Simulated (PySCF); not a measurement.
Vibration and rotation of SiBi

UHF-CCSD(T) constants of SiBi, ²Π (doublet), unpaired electrons π ↑ (basis Si def2-SVP, Bi def2-SVP with ECP60; scalar-relativistic core potentials; PySCF 2.14; masses 27.9769 and 208.9804 u):

```
ωe            : 354.4 cm⁻¹
ωexe          : 1.36 cm⁻¹
Be            : 0.10867 cm⁻¹
αe            : 0.000478 cm⁻¹
De to Si + Bi : 1.94 eV
```

Question: What force constant and bond length do these constants imply?

Answer: Reduced mass μred = 24.674 u; k = 5.8918×10⁻⁷·μred·ωe² (u, cm⁻¹, mdyn/Å) = 1.83 mdyn/Å; Re = √(16.8576/(μred·Be)) (u, cm⁻¹, Å) = 2.507 Å.

Question: Estimate the centrifugal constant D from the Kratzer relation and find the Dunham coefficient a1.

Answer: D = 4Be³/ωe² = 4.09e-08 cm⁻¹; a1 = −1 − αeωe/(6Be²) = -3.39.

Correlated steps freeze 9 core orbitals. Correlated levels converge slowly with the basis: in double zeta they bind strong bonds too weakly, by up to about 1 eV, and carry superposition errors of some tenths. Spin–orbit coupling is left out, which matters for elements this heavy, above all for dissociation energies. The state was picked by a PBE0 search and need not be the measured ground state.
